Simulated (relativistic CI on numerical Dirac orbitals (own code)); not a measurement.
**Ligand-field terms of d6**

Computed with a parametric ligand-field model of a d^n configuration (Racah B and C, spin-orbit zeta, crystal field), exact diagonalisation.

Field parameters in Wybourne normalisation: Oh B⁴₀ = 21Dq, B⁴₄ = √(5/14) B⁴₀; Td as Oh with Dq negative (B⁴₀ = 21Dq, B⁴₄ = √(5/14) B⁴₀). The field is a parameter set, without covalency.

Question: Ground term and bands for B = 690, C = 3560, ζ = 0 cm⁻¹, Td, 10Dq = -3600 cm⁻¹?

Answer: Ground term 5E with 3.00 electrons in the two orbitals of the cubic e set. Spin-allowed: 5T2 3600 cm⁻¹ (2778 nm). Lowest spin-forbidden: 3T1 15418 cm⁻¹ (649 nm), 3E 17414 cm⁻¹ (574 nm), 3T1 18680 cm⁻¹ (535 nm).

Question: Ground term and bands for B = 1040, C = 4950, ζ = 0 cm⁻¹, Oh, 10Dq = 17100 cm⁻¹?

Answer: Ground term 5T2 with 2.00 electrons in the two orbitals of the cubic e set. Spin-allowed: 5E 17100 cm⁻¹ (585 nm). Lowest spin-forbidden: 1A1 6811 cm⁻¹ (1468 nm), 3T1 10527 cm⁻¹ (950 nm), 3T2 15782 cm⁻¹ (634 nm).

Question: Ground term and bands for B = 1010, C = 4240, ζ = 0 cm⁻¹, Td, 10Dq = -7400 cm⁻¹?

Answer: Ground term 5E with 3.00 electrons in the two orbitals of the cubic e set. Spin-allowed: 5T2 7400 cm⁻¹ (1351 nm). Lowest spin-forbidden: 3T1 16699 cm⁻¹ (599 nm), 3E 21717 cm⁻¹ (460 nm), 3T1 23059 cm⁻¹ (434 nm).

Question: Ground term and bands for B = 660, C = 2830, ζ = 0 cm⁻¹, Td, 10Dq = -9700 cm⁻¹?

Answer: Ground term 5E with 3.00 electrons in the two orbitals of the cubic e set. Spin-allowed: 5T2 9700 cm⁻¹ (1031 nm). Lowest spin-forbidden: 3T1 6879 cm⁻¹ (1454 nm), 1T2 14490 cm⁻¹ (690 nm), 3E 14561 cm⁻¹ (687 nm).

Question: Ground term and bands for B = 330, C = 1370, ζ = 0 cm⁻¹, Td, 10Dq = -7100 cm⁻¹?

Answer: Ground term 5E with 3.00 electrons in the two orbitals of the cubic e set. Spin-allowed: 5T2 7100 cm⁻¹ (1408 nm). Lowest spin-forbidden: 3T1 1128 cm⁻¹, 1T2 4955 cm⁻¹ (2018 nm), 1E 5420 cm⁻¹ (1845 nm).
